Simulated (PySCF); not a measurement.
Excitations are Tamm–Dancoff values on a coarser integration grid. The basis has no diffuse functions, so Rydberg states are missing or too high.

Z-matrix (Å, degrees):
```
C
C 1 1.3347
H 2 1.0825 1 122.20
H 2 1.0838 3 117.00 1 179.99
C 1 1.4789 2 117.50 3 180.00
O 5 1.2082 1 124.21 2 -180.00
H 5 1.1094 6 121.01 1 180.00
C 1 1.4960 2 125.07 3 0.00
H 8 1.0891 1 111.34 2 0.00
H 8 1.0917 9 109.09 1 122.13
H 8 1.0917 9 109.09 10 115.75
```
Charge 0, spin multiplicity 1.

Problem. What LUMO, dipole moment, brightest of the four lowest singlets (TDA), T1 excitation (TDA) and HOMO does PBE-D3(BJ)/def2-TZVP // B3LYP-D3(BJ)/def2-TZVP (PySCF) give?

Solution. 
```json
{
 "LUMO": "-2.74 eV",
 "dipole_moment": "2.81 D",
 "brightest of the four lowest singlets (TDA)": "5.93 eV",
 "T1 excitation (TDA)": "2.84 eV",
 "HOMO": "-5.88 eV"
}
```
